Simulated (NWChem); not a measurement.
System meant: MgH₂S₂; SMILES [SH][Mg][SH]

The following NWChem deck was run.

```
start job
memory heap 200 mb stack 900 mb global 1100 mb
geometry units angstroms noautoz
  Mg    -0.065421    -0.217193     0.353590
  S      0.051057    -2.521357     0.395084
  H      0.968559    -2.568318    -0.598682
  S     -0.164368     2.088338     0.369093
  H     -1.142428     2.129154    -0.565219
end
basis spherical
  Mg library def2-svp
  S library def2-svp
  H library def2-svp
end
dft
  odft
  mult 2
  xc b3lyp
  iterations 150
  mulliken
end
task dft energy
```

End of the output:

```
 ==============================================================================
                                 internuclear angles
 ------------------------------------------------------------------------------
        center 1       |       center 2       |       center 3       |  degrees
 ------------------------------------------------------------------------------
    2 S                |   1 Mg               |   4 S                |   178.52
    1 Mg               |   2 S                |   3 H                |    93.19
    1 Mg               |   4 S                |   5 H                |    93.24
 ------------------------------------------------------------------------------
                            number of included internuclear angles:          3
 ==============================================================================

 Summary of "ao basis" -> "" (spherical)
 ------------------------------------------------------------------------------
       Tag                 Description            Shells   Functions and Types
 ---------------- ------------------------------  ------  ---------------------
 Mg                         def2-svp                 8       18   4s3p1d
 S                          def2-svp                 8       18   4s3p1d
 H                          def2-svp                 3        5   2s1p

                                 NWChem DFT Module
                                 -----------------

 Summary of "ao basis" -> "ao basis" (spherical)
 ------------------------------------------------------------------------------
       Tag                 Description            Shells   Functions and Types
 ---------------- ------------------------------  ------  ---------------------
 Mg                         def2-svp                 8       18   4s3p1d
 S                          def2-svp                 8       18   4s3p1d
 H                          def2-svp                 3        5   2s1p

  number of electrons :                   46
  multiplicity        :                    2
 ------------------------------------------------------------------------
  no. of electrons and multiplicity not compatible                  46
 ------------------------------------------------------------------------
 ------------------------------------------------------------------------
  current input line :
    22: task dft energy
 ------------------------------------------------------------------------
 ------------------------------------------------------------------------
 There is an error in the input file
 ------------------------------------------------------------------------
 For more information see the NWChem manual at https://nwchemgit.github.io

0: no. of electrons and multiplicity not compatible:Received an Error in Communication
```

### Question
What is wrong, and how is it mended?

### Answer
The program refused the input. Cause: the multiplicity doesn't fit the number of electrons (an even count wants an odd multiplicity, and the reverse). This input runs:
```
start job
memory heap 200 mb stack 900 mb global 1100 mb
geometry units angstroms noautoz
  Mg    -0.065421    -0.217193     0.353590
  S      0.051057    -2.521357     0.395084
  H      0.968559    -2.568318    -0.598682
  S     -0.164368     2.088338     0.369093
  H     -1.142428     2.129154    -0.565219
end
basis spherical
  Mg library def2-svp
  S library def2-svp
  H library def2-svp
end
dft
  xc b3lyp
  iterations 150
  mulliken
end
task dft energy
```
It converges to -997.48868 Ha (B3LYP/def2-SVP).
